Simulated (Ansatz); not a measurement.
Cartesian coordinates in Å:
```
C 0.5510 1.9174 0.2073
C 0.4426 0.4437 -0.0918
B -0.7580 -0.2556 -0.7550
C -0.6610 -1.8110 -0.6754
Ga 0.0411 -1.1715 1.0868
H 0.9051 2.4765 -0.6652
H -0.4247 2.3292 0.4754
H 1.2379 2.1360 1.0294
H 1.4185 -0.0030 -0.3687
H -1.8160 0.3086 -0.8617
H -1.5255 -2.4519 -0.8129
H 0.2384 -2.2767 -1.0980
H 0.3505 -1.6418 2.5298
```

Charge 0, multiplicity 1.

(1) List the B3LYP/def2-TZVPP orbital energies in eV (the Gaussian-basis code of Ansatz). (Estimate.)

## Answers

(1) Computed: Occupied: -10137.98, -1249.74, -1107.00, -1106.89, -1106.87, -276.42, -276.27, -276.00, -182.81, -149.78, -103.25, -102.95, -102.94, -23.14, -22.94, -22.91, -22.83, -22.77, -20.41, -18.67, -16.35, -12.95, -12.02, -11.36, -11.16, -10.79, -9.91, -9.28, -8.62, -7.41, -6.23. Lowest empty: -1.84, -0.45, 0.46, 0.48, 1.42, 1.88, 2.05, 2.41.

B3LYP here is the variant with VWN-RPA as its local correlation; programs differ in this.
